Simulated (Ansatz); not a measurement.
CH6BFSi (`FBC[SiH3]`), relaxed with RKS PBE0-D4/def2-TZVP in Ansatz from a PBE-D4/def2-SVP geometry. The force threshold is 0.005 eV/Å; the program also tests the step.

Charge 0, multiplicity 1.

Start:

```xyz
10

F    -2.337   -0.383    0.744
B    -1.519   -0.142   -0.289
C    -0.261    0.750   -0.096
Si    1.260   -0.351    0.244
H    -1.805   -0.692   -1.342
H    -0.015    1.308   -1.024
H    -0.352    1.454    0.757
H     1.464   -1.327   -0.884
H     1.074   -1.123    1.522
H     2.491    0.505    0.368
```

Question: How much energy does the relaxation release, and in how many steps? (An estimate is asked.)

Answer: Ansatz gave: 0.74 kcal/mol, in 8 steps.

Question: Which bonds change most? (Best estimate.)

Answer: Ansatz gave: B2–H5 from 1.222 to 1.201 Å; C3–Si4 from 1.909 to 1.888 Å; Si4–H10 from 1.505 to 1.486 Å; Si4–H9 from 1.504 to 1.486 Å.

Question: Give the relaxed structure. (Best estimate.)

Answer: Ansatz gave: 
```xyz
10

F    -2.308   -0.383    0.748
B    -1.515   -0.139   -0.290
C    -0.254    0.731   -0.105
Si    1.255   -0.348    0.245
H    -1.820   -0.659   -1.328
H    -0.012    1.283   -1.019
H    -0.345    1.428    0.734
H     1.474   -1.308   -0.869
H     1.064   -1.114    1.503
H     2.461    0.510    0.380
```
